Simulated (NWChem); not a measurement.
## Ionisation of cyclopentanone (C5H8O)

```xyz
14

O      0.0000     0.0000    -2.1246
C      0.0000     0.0000    -0.9226
C      1.2341     0.0317    -0.0286
C      0.7160    -0.2780     1.3730
C     -0.7160     0.2780     1.3730
C     -1.2341    -0.0317    -0.0286
H      2.0123    -0.6423    -0.4149
H      1.6442     1.0560    -0.0897
H      1.3381     0.1475     2.1737
H      0.6909    -1.3696     1.5308
H     -0.6909     1.3696     1.5308
H     -1.3381    -0.1475     2.1737
H     -1.6442    -1.0560    -0.0897
H     -2.0123     0.6423    -0.4149
```
Charge 0, spin multiplicity 1.

All runs are NWChem calculations. The geometry was optimised at PBE0/def2-SVP, held to C2 symmetry and with no frequency check, so it may be a saddle point. It is one conformer; others weren't searched.

Basis set: def2-SVP. The species with one electron less has spin multiplicity 2 and keeps the geometry of the parent. Δ marks differences of total energies (open shells unrestricted). −ε marks an orbital energy of the parent. That orbital need not have the symmetry of the hole or added electron in the Δ rows.

B3LYP has NWChem's definition, with VWN1-RPA local correlation. The stability of the SCF solutions was not checked.

Order these methods by the first vertical ionisation energy they give, lowest first: −ε(HOMO) of B3LYP, ΔCAM-B3LYP, G0W0@PBE, −ε(HOMO) of BHandHLYP, −ε(HOMO) of CAM-B3LYP.

−ε(HOMO) of B3LYP (6.59 eV), G0W0@PBE (8.10 eV), −ε(HOMO) of CAM-B3LYP (8.27 eV), −ε(HOMO) of BHandHLYP (8.39 eV), ΔCAM-B3LYP (9.27 eV)
